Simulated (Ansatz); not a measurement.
`[F][In]([F])[Cl]` + H₂Se → `[F][In]([F])[SeH]` + HCl at 700 K and 1 bar (ligand exchange at the In–Cl bond).

Calculated with Ansatz (gas phase, PBE0-D4/def2-TZVP geometries, no zero-point term in ΔE). CCSD(T)/CBS is the MP2 limit (def2-TZVPP, def2-QZVPP) plus CCSD(T) − MP2 in def2-TZVPP, frozen cores. This one scheme is used for every species. def2 core potentials past Kr. For In, Se outer-core shells are correlated without core-valence functions, which leaves a few kJ/mol of doubt a bond. Scalar relativity is left out up to krypton. Each species was taken in one conformer, which may not be the lowest.

| species | CCSD(T)/CBS energy (Eh) | H − E (kJ/mol) | S (J/(mol·K)) |
| --- | --- | --- | --- |
| `[F][In]([F])[Cl]` | -849.27843 | 60.1 | 394.7 |
| H₂Se | -2401.89790 | 61.1 | 251.1 |
| `[F][In]([F])[SeH]` | -2790.80080 | 87.2 | 437.3 |
| HCl | -460.38127 | 38.4 | 211.8 |

H − E and S are ideal-gas, rigid-rotor, harmonic terms from PBE0-D4/def2-TZVP, for one conformer and one mirror image of each species. 1 Eh = 2625.50 kJ/mol, R = 8.31446 J/(mol·K).

Question: By hand: ΔE, ΔH, ΔS and ΔG.

Answer: ΔE = (-2790.80080) + (-460.38127) − (-849.27843) − (-2401.89790) = -0.00574 Eh = -15.1 kJ/mol. Δ(H − E) = 87.2 + 38.4 − 60.1 − 61.1 = 4.4, so ΔH = -10.7 kJ/mol. ΔS = 437.3 + 211.8 − 394.7 − 251.1 = 3.3 J/(mol·K). ΔG = -10.7 − 700 × (3.3)/1000 = -13.0 kJ/mol.

Question: By hand: the equilibrium constant, and the temperature at which ΔG would vanish if ΔH and ΔS stayed fixed.

Answer: log₁₀ K = −ΔG/(RT ln 10) = 1.0. ΔH and −TΔS have one sign here, so there is no such temperature.

The number of gas molecules stays the same, so ΔS is small and ΔH decides. A doubt of 5 kJ/mol in ΔE shifts log₁₀ K by 0.4 here. Other conformers and mirror images would add mixing entropy, several J/(mol·K) or more a flexible species. These are equilibria of isolated gas molecules and say nothing of rates. Largest T1 diagnostic: 0.016 (customary marks: 0.02 for closed shells, 0.045 for open ones).

ΔS is within the doubt of such terms, so its sign, and with it that verdict, could turn.
